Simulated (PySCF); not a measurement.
C2H7ClOTi, SMILES [CH3][Ti]([CH3])([OH])[Cl], multiplicity 1.

Coordinates come from a PBE0-D3(BJ)/def2-SVP optimisation. The multiplicity is an assumed one; other spin states were not compared. One conformer was computed; it need not be the lowest.

Level of theory: PBE/def2-TZVP run with PySCF.

Symmetry labels are those of the subgroup Cs that the program uses (full group Cs).

Computed valence orbital energies around the gap with their symmetry:
```tsv
orbital	symmetry	energy (eV)
HOMO−7	A"	-9.47
HOMO−6	A'	-8.79
HOMO−5	A'	-8.53
HOMO−4	A"	-8.46
HOMO−3	A"	-7.81
HOMO−2	A'	-7.76
HOMO−1	A'	-6.63
HOMO	A"	-6.46
LUMO	A'	-3.03
LUMO+1	A"	-2.80
LUMO+2	A'	-1.91
LUMO+3	A'	-1.72
```
